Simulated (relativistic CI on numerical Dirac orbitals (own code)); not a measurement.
## Zr²⁺: resonant inelastic scattering at the M2,3 edge

Computed with this model: Dirac-Coulomb-Breit CI, KLI orbitals optimised for each configuration, model QED (radiative potential, 1s self-energy scaled to tabulated hydrogen-like ionisation energies), valence Slater integrals scaled by 0.8, Kramers-Heisenberg scattering through one core-hole configuration in a parametric crystal field; configurations [Kr] 4d2 → [Ne] 3s2 3p5 3d10 4s2 4p6 4d3; 300 K; core-hole width 1.2 eV; summed over polarisations. Incident energies are the highest absorption maxima for each field (at most a few, so the weaker spin-orbit partner edge can be absent), on the computed scale of the free ion. Intensities are in per cent of the strongest line above 0.02 eV; levels within 1 cm⁻¹ are merged; final levels count from the ground level, the first row holds all elastic scattering, lines under 0.4 are left out and each table stops after 24 rows. The scale of the Slater integrals is a model choice and moves the terms in proportion.

Field parameters in Wybourne normalisation: D3d B²₀ = −7Dσ, B⁴₀ = −14Dq − 21Dτ, B⁴₃ = −14√(10/7) Dq. The field is a parameter set, without covalency.

S is read from ⟨S²⟩ = S(S + 1).

D3d, 10Dq = 14550, Dσ = -1200, Dτ = -270 cm⁻¹:

| Final level (eV) | Degeneracy | Irrep | S | 335.3 eV | 349.1 eV |
| --- | --- | --- | --- | --- | --- |
| 0.000 | 1 | A1 | 1.00 | 2177.9 | 369.9 |
| 0.001 | 2 | E | 1.00 | 1.2 | 2.6 |
| 0.553 | 2 | E | 0.99 | 75.9 | 10.6 |
| 0.586 | 2 | E | 1.00 | 47.8 | 14.5 |
| 0.616 | 1 | A2 | 1.00 | 8.9 | 8.0 |
| 0.619 | 1 | A1 | 1.00 | 13.1 | 10.9 |
| 0.903 | 2 | E | 0.02 | 32.5 | 28.5 |
| 1.347 | 1 | A1 | 0.02 | 35.8 | 25.4 |
| 1.538 | 2 | E | 0.04 | 43.3 | 32.0 |
| 1.725 | 1 | A2 | 1.00 | 48.1 | 10.1 |
| 1.729 | 2 | E | 0.99 | 100.0 | 21.1 |
| 1.924 | 1 | A2 | 1.00 | 41.0 | 5.3 |
| 1.925 | 1 | A1 | 1.00 | 51.4 | 8.3 |
| 1.941 | 2 | E | 1.00 | 66.7 | 18.1 |
| 1.957 | 2 | E | 1.00 | 42.8 | 23.5 |
| 2.482 | 1 | A1 | 1.00 | 28.2 | 8.4 |
| 2.485 | 2 | E | 1.00 | 48.6 | 14.0 |
| 2.708 | 1 | A1 | 0.05 | 3.3 | 3.7 |
| 2.841 | 2 | E | 0.03 | 6.4 | 5.0 |
| 2.901 | 1 | A1 | 0.03 | 2.6 | 1.9 |
| 3.001 | 1 | A2 | 0.17 | 3.2 | 2.9 |
| 3.047 | 1 | A2 | 0.93 | 3.3 | 0.9 |
| 3.050 | 1 | A1 | 0.98 | 4.0 | 1.1 |
| 3.057 | 2 | E | 1.00 | 7.1 | 2.0 |

D3d, 10Dq = 14550, Dσ = -860, Dτ = -270 cm⁻¹:

| Final level (eV) | Degeneracy | Irrep | S | 335.3 eV | 349 eV |
| --- | --- | --- | --- | --- | --- |
| 0.000 | 1 | A1 | 1.00 | 2163.0 | 356.0 |
| 0.001 | 2 | E | 1.00 | 1.7 | 3.6 |
| 0.463 | 2 | E | 1.00 | 80.1 | 9.5 |
| 0.495 | 2 | E | 1.00 | 50.8 | 14.2 |
| 0.524 | 1 | A2 | 1.00 | 9.2 | 7.8 |
| 0.526 | 1 | A1 | 1.00 | 13.8 | 11.7 |
| 0.919 | 2 | E | 0.02 | 33.9 | 33.9 |
| 1.341 | 1 | A1 | 0.02 | 36.5 | 28.3 |
| 1.441 | 2 | E | 0.03 | 44.3 | 30.5 |
| 1.700 | 1 | A2 | 1.00 | 47.6 | 9.0 |
| 1.703 | 2 | E | 0.99 | 100.0 | 19.5 |
| 1.876 | 1 | A2 | 1.00 | 37.9 | 4.8 |
| 1.878 | 1 | A1 | 0.99 | 48.9 | 7.4 |
| 1.892 | 2 | E | 1.00 | 64.3 | 15.7 |
| 1.907 | 2 | E | 1.00 | 42.7 | 20.1 |
| 2.493 | 1 | A1 | 0.99 | 27.9 | 8.5 |
| 2.496 | 2 | E | 1.00 | 48.6 | 13.2 |
| 2.574 | 1 | A1 | 0.05 | 3.9 | 4.0 |
| 2.811 | 1 | A1 | 0.02 | 3.0 | 2.4 |
| 2.821 | 2 | E | 0.11 | 6.8 | 4.4 |
| 2.896 | 1 | A2 | 0.98 | 5.0 | 1.0 |
| 2.905 | 1 | A1 | 0.98 | 5.4 | 1.2 |
| 2.913 | 2 | E | 0.99 | 9.5 | 2.1 |
| 2.929 | 2 | E | 0.97 | 7.6 | 2.6 |

For the first field the strongest loss at the lowest incident energy is the level at 1.73 eV (S = 0.99, against 1.00 in the thermal ground state). Levels of other spin, the first over 8 % at 0.90 eV, appear because spin-orbit coupling of the core hole, and in heavier ions of the valence shell too, mixes spins.
